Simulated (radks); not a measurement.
Problem. These are the eigenvalues of the occupied orbitals of an atom or ion with whole-number occupations (hartree). Calculated with a radial shooting solver on a logarithmic mesh with Libxc functionals: non-relativistic Kohn-Sham, PBEsol, spin-polarised, spherical densities, point nucleus.

orbital  eigenvalue
1s up     -1407.123
1s down   -1407.121
2s up     -218.9874
2s down   -218.9842
2p up     -207.1594
2p down   -207.1558
3s up     -47.27785
3s down   -47.26233
3p up     -42.16143
3p down   -42.14655
3d up     -32.62358
3d down   -32.61144
4s up      -9.67297
4s down    -9.63671
4p up      -7.76430
4p down    -7.72762
4d up      -4.41585
4d down    -4.37754
5s up      -1.56551
5s down    -1.50147
5p up      -1.03281
5p down    -0.96956
4f up      -0.54751
5d up      -0.26793
6s up      -0.19220
6s down    -0.16243
6p up      -0.09441

Which element is it, and in what charge state? The configuration may be excited. Open shells, if any, are filled with parallel spins first.

Solution. Z = 58, cerium, charge 0: Ce in [Kr] 4d10 4f1 5s2 5p5 5d1 6s2 6p1. The list shows which subshells hold electrons but not how many an open one holds; the 1s level, -1407.1 hartree, gives Z - s = 53.0 by -(Z - s)^2/2, which with screening narrows Z to a few neighbours, and the depths of the outer levels then fix element, charge and occupations together.
